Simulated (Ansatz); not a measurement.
`C[SiH](F)[SeH]` + H• → `C[Si](F)[SeH]`• + H₂  (hydrogen abstraction from the Si–H bond)

Program: Ansatz. Geometries: PBE0-D4/def2-TZVP. ΔE: electronic, gas phase. CCSD(T)/CBS is the MP2 limit (def2-TZVPP, def2-QZVPP) plus CCSD(T) − MP2 in def2-TZVPP, frozen cores. This one scheme is used for every species, atoms too. Functionals use def2-TZVPP. HSE06 is defined as in plane-wave codes. Open shells (•) are unrestricted, without spin–orbit coupling. For Se outer-core shells are correlated without core-valence functions, so the limit isn't a true one: a few kJ/mol of doubt a bond, and 10 to 20 or more in all where bonds break to atoms. Scalar relativity is left out up to krypton. Each species was taken in one conformer, which may not be the lowest.

`C[SiH](F)[SeH]`:

```xyz
9

C    -0.660   -0.939    0.236
Si    0.140    0.458   -0.678
F    -0.949    1.621   -0.839
Se    1.999    1.232    0.366
H     0.028   -1.783    0.320
H    -0.951   -0.629    1.242
H    -1.558   -1.270   -0.293
H     0.598    0.094   -2.039
H     1.354    1.217    1.686
```

`C[Si](F)[SeH]`•:

Cartesian coordinates in Å:
```
C 0.545 -0.033 1.155
Si 0.137 -0.489 -0.608
F 1.271 0.146 -1.556
Se -1.911 0.389 -1.087
H -0.210 -0.430 1.836
H 1.518 -0.440 1.434
H 0.582 1.055 1.260
H -1.932 -0.197 -2.433
```

H₂:

Z-matrix (Å, degrees):
```
H
H 1 0.746
```

```csv
level,ΔE (kJ/mol)
HSE06,-52.5
CAM-B3LYP,-54.8
```

(1) What does CCSD(T)/CBS give? (Estimate.)

(2) What do rigid-rotor, harmonic-oscillator terms from PBE0-D4/def2-TZVP frequencies (298.15 K, 1 bar) make of the CCSD(T)/CBS value? (Estimate.)

Largest T1 diagnostic among the species: 0.012.

Answers

(1) The calculation gave: -48.6 kJ/mol. The listed levels differ from it by -3.9, -6.2 kJ/mol.

(2) The calculation gave: ΔZPE = +2.4 kJ/mol, ΔH = -43.8 kJ/mol, ΔS = 22 J/(mol·K), ΔG = -50.5 kJ/mol. Open shells count their whole term as degenerate.

Leaving LDA and LC-ωPBE aside and taking each functional with its dispersion term where it has one, the values, not all of them listed here, spread over 31.4 kJ/mol, from BLYP-D4 to PBE-QIDH. LDA lies +5.5 kJ/mol from PBE without D4. From BLYP to BHLYP (50 % exact exchange), in def2-TZVPP and without D4, ΔE moves by +23.1 kJ/mol. In def2-TZVPP, CCSD(T) changes the Hartree–Fock value by −24.8 kJ/mol (the triples alone add −0.4 kJ/mol) and MP2 by −14.0 kJ/mol.
